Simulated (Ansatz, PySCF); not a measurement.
The pair A = H2O (SMILES O) (first 3 atoms), B = CH4S (SMILES CS); geometry from B3LYP-D3(BJ)/def2-TZVP.
(charge 0, multiplicity 1):
| atom | x (Å) | y (Å) | z (Å) |
|---|---|---|---|
| O | 0.2608 | -0.0870 | 0.2851 |
| H | 0.8310 | -0.7092 | -0.1793 |
| H | -0.6184 | -0.2140 | -0.0875 |
| C | 0.8238 | 0.8283 | 4.3296 |
| S | 0.2309 | -0.7983 | 3.7575 |
| H | 0.1350 | 1.6205 | 4.0434 |
| H | 0.8709 | 0.7781 | 5.4161 |
| H | 1.8184 | 1.0420 | 3.9437 |
| H | 0.2472 | -0.5190 | 2.4403 |

Cores are frozen in the correlated methods. CBS(a, b) extrapolates the correlation energy as X⁻³ and adds the Hartree–Fock energy of set b. MP2 and its Hartree–Fock in aug-cc-pV(T+d)Z are density fitted.

Run with Ansatz (a first-principles code); PySCF for the dispersion terms. Each number belongs to the level named beside it.

The monomers are drawn apart, rigid, along the line of their centres of mass. Counterpoise-corrected interaction energies (kcal/mol):

| level | R = 4.565 Å | R = 5.444 Å |
|---|---|---|
| PBE/def2-TZVPPD | -1.2356 | -0.5464 |
| PBE-D3(BJ)/def2-TZVPPD | -1.4751 | -0.6357 |
| wB97M-V/def2-TZVPPD | -1.2898 | -0.5920 |
| MP2/CBS(aug-cc-pV(D+d)Z, aug-cc-pV(T+d)Z) + ΔCCSD(T)/aug-cc-pV(D+d)Z | -1.3295 | -0.5927 |

**Question.** R is the distance of the centres of mass. Find the local exponent m of E ∝ R⁻ᵐ between the two points.

**Answer.** 
m = ln(E₁/E₂)/ln(R₂/R₁): PBE/def2-TZVPPD 4.6; PBE-D3(BJ)/def2-TZVPPD 4.8; wB97M-V/def2-TZVPPD 4.4; MP2/CBS(aug-cc-pV(D+d)Z, aug-cc-pV(T+d)Z) + ΔCCSD(T)/aug-cc-pV(D+d)Z 4.6. For scale, two fixed dipoles give m = 3, dipole and quadrupole 4, quadrupoles 5, and dispersion or dipole-induced dipole 6 at long range; at these distances several terms mix, and what is left of overlap and damping shifts m, so it need not match one of them.
